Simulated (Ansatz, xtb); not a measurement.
**A family of molecules: the atomisation energy (no zero-point term)**

Gas-phase molecules, one atom swapped for its congeners: CH4N (methyl amino radical) `C[NH]`; AsH(CH3); SbH(CH3). The P member is missing. All are doublets with charge 0.

Shapes, held fixed at every level: PBE0-D4/def2-TZVP. Programs: Ansatz 0.2.0, xtb 6.7.1. Values in eV.

```
                level   CH4N  AsH(CH3)  SbH(CH3)
             GFN0-xTB  25.08     21.09     22.82
     SPW92/def2-TZVPP  23.53     21.64     20.95
 r2SCAN-D4/def2-TZVPP  20.69     19.14     18.44
  BHLYP-D4/def2-TZVPP  20.22     18.78     18.17
r2SCAN0-D4/def2-TZVPP  20.40     18.94     18.24
    B2PLYP/def2-TZVPP  20.50     18.91     18.27
       MP2/def2-TZVPP  19.94     18.42     17.73
   CCSD(T)/def2-TZVPP  20.00     18.59     17.99
```

At CCSD(T)/def2-TZVPP the atomisation energy falls at every step, from 20.00 to 17.99 eV. 7 of 8 levels show this order throughout; 7 agree on the largest and the smallest. Open shells run unrestricted. For atoms past krypton def2 sets carry core potentials with scalar relativity. Relativity is left out for As. Outer-core shells of As, Sb are correlated, in sets that cover them unevenly. GFN0-xTB strays far from the other rows. xTB rows lack spin polarisation. Spin-orbit coupling, which grows down the group, is left out (summed over each molecule's free atoms 0.00, 0.00, 0.00 eV). Coupled cluster in double- or triple-zeta sets underbinds by a few per cent against its basis-set limit.
